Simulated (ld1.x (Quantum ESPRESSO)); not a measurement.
# Reading a pseudo-wave (silicon)

Columns: radius, all-electron u(r) and pseudo u(r) of the 3p shell (level -11.66 eV) of silicon in the configuration [Ne] 3s2 3p1; PBE, scalar-relativistic, TM scheme, ld1.x (Quantum ESPRESSO) 7.5.

| r (bohr) | all-electron | pseudo |
| --- | --- | --- |
| 0.108 | 0.1281 | -0.0049 |
| 0.215 | 0.2572 | -0.0193 |
| 0.322 | 0.2951 | -0.0429 |
| 0.430 | 0.2577 | -0.0753 |
| 0.538 | 0.1746 | -0.1157 |
| 0.645 | 0.0705 | -0.1625 |
| 0.752 | -0.0403 | -0.2148 |
| 0.860 | -0.1497 | -0.2716 |
| 0.968 | -0.2513 | -0.3308 |
| 1.075 | -0.3415 | -0.3898 |
| 1.182 | -0.4202 | -0.4473 |
| 1.290 | -0.4880 | -0.5017 |
| 1.398 | -0.5447 | -0.5505 |
| 1.505 | -0.5900 | -0.5920 |
| 1.612 | -0.6251 | -0.6255 |
| 1.720 | -0.6508 | -0.6508 |
| 1.828 | -0.6677 | -0.6677 |
| 1.935 | -0.6767 | -0.6767 |
| 2.042 | -0.6788 | -0.6788 |
| 2.150 | -0.6751 | -0.6751 |
| 2.258 | -0.6662 | -0.6662 |
| 2.365 | -0.6534 | -0.6534 |
| 2.472 | -0.6371 | -0.6371 |
| 2.580 | -0.6180 | -0.6180 |
| 2.688 | -0.5967 | -0.5967 |
| 2.795 | -0.5742 | -0.5742 |

(1) How many radial nodes do the two functions have?

(2) Where does each function peak?

(3) Is the pseudo-wave norm-conserving?

Answers

(1) The all-electron 3p function has n − l − 1 = 1; the pseudo-wave has 0, since the states of the same l below it are removed with the core.

(2) Outermost all-electron maximum near 2.04 bohr, pseudo maximum near 2.04 bohr (to the table’s step).

(3) Yes: the TM scheme keeps the norm inside the radius equal to the all-electron one, which fixes the energy derivative of the logarithmic derivative at the level.
